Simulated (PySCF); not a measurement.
The vertical singlet excitations below were computed for one of the candidates. Computed, not measured: TDDFT CAM-B3LYP/def2-SVPD, vertical, gas phase, core orbitals frozen in the response in PySCF 2.14.0, density-fitted response routines. Geometries: PBE0-D3(BJ)/def2-SVP, one conformer each. Relativistic effects are left out although some hold elements past zinc.

```
state  ν̃ (cm⁻¹)       f    main configurations (H = HOMO, L = LUMO)
   S1      45450  0.0000                    H-1→L+1 (34%), H→L (28%)
   S2      47390  0.0039        H-1→L+1 (36%), H→L (25%), H→L+1 (9%)
   S3      47400  0.0012      H→L+1 (31%), H-1→L (28%), H-1→L+1 (9%)
   S4      58780   0.016                      H→L+2 (54%), H→L (18%)
   S5      58980   0.012                  H-1→L+2 (56%), H-1→L (21%)
   S6      61220   0.809     H→L+1 (32%), H-1→L (12%), H-2→L+1 (10%)
   S7      62330   0.103                                 H-2→L (51%)
   S8      64300   0.208  H-2→L+1 (26%), H-1→L+3 (22%), H-1→L+2 (9%)
   S9      64610   0.018                    H→L+3 (48%), H→L+4 (14%)
  S10      64980   0.105                H-1→L+4 (29%), H-1→L+3 (25%)
```

Problem. Which candidate is it? All have the formula C5H12GeSi.
A. `CC[Si@H](C)C#[C][GeH3]`
B. `[SiH3][CH2][GeH]1[CH2]C=C[CH2]1`
C. `[CH2]1[GeH2][C@H](C[SiH3])C=C1`

Solution. A. Its S1, at 5.63 eV, is the lowest among the candidates; the nearest of the others has S1 at 6.69 eV. S1 is HOMO-1→LUMO+1 (34%), HOMO→LUMO (28%). Löwdin shares by element: HOMO carbon 71% or more, silicon 8% (atoms not listed hold the other 21%); LUMO carbon 37% or more, germanium 18%, silicon 14% (atoms not listed hold the other 30%). At the same level the other candidates give, for their lowest levels:
- `[SiH3]C[C@@H]1C=C[CH2][GeH2]1`: 6.69 eV (f 0.018); 6.84 eV (f 0.148); 7.10 eV (f 0.042); 7.18 eV (f 0.029); 7.43 eV (f 0.007); T1 4.29 eV; HOMO -8.42, LUMO 1.06 eV
- `[SiH3][CH2][GeH]1[CH2]C=C[CH2]1`: 6.69 eV (f 0.005); 7.03 eV (f 0.149); 7.18 eV (f 0.001); 7.35 eV (f 0.009); 7.47 eV (f 0.022); T1 4.29 eV; HOMO -8.36, LUMO 1.11 eV

Shape of the structure used: `[CH3:1][CH2:2][Si@H:3]([CH3:4])[C:5]#[C:6][GeH3:7]`: C1–C2–Si3–C4 178°.
Triplets come from the Tamm–Dancoff approximation.
